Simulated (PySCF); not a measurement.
Cl2Si, charge -1, doublet, geometry from GFN2-xTB (a state made from the parent by changing its charge; the spin is typed, not shown lowest) (in this run its highest filled SCF level lies above zero, so its values depend strongly on the basis, on diffuse functions most of all). Base run: BLYP/pcseg-1 in PySCF.

Here is a job for PySCF.
```python
from pyscf import gto, scf, dft

mol = gto.Mole()
mol.atom = '''
    Si    0.00192852    0.00722659    1.06771357
    Cl    1.17861260    1.40733335   -0.45132240
    Cl   -1.18020079   -1.41328466   -0.42797112
'''
mol.basis = 'pcseg-1'
mol.charge = -1
mol.spin = 1
mol.verbose = 4
mol.symmetry = True
mol.build()

mf = dft.UKS(mol)
mf.xc = 'blyp'
mf.kernel()
mf.analyze()
```

The base run was repeated with changes; each row names its change, and settings that it needs were set with it.

| change | ΔE vs base (mEh) | point group used | SCF cycles |
|---|---|---|---|
| base | 0.000 | C2v | 10 |
| irrep_nelec = A1:(11, 11) A2:(1, 2) B1:(5, 3) B2:(8, 8) | 422.5 | C2v | 10 |
| symmetry_subgroup = C2 | 0.000 | C2 | 10 |
| symmetry = off | 0.000 | C1 | 10 |
| symmetry_subgroup = Cs | 0.000 | Cs | 10 |
| irrep_nelec = A1:(11, 11) A2:(3, 2) B1:(3, 3) B2:(8, 8) | 482.4 | C2v | 10 |
| irrep_nelec = A1:(10, 11) A2:(3, 2) B1:(4, 3) B2:(8, 8) | 581.0 | C2v | 11 |
| irrep_nelec = A1:(10, 11) A2:(2, 2) B1:(5, 3) B2:(8, 8) | 380.1 | C2v | 10 |

Open shells are given as the SCF converged; they aren't shown to be the lowest states, and a large step between rows can be another state.
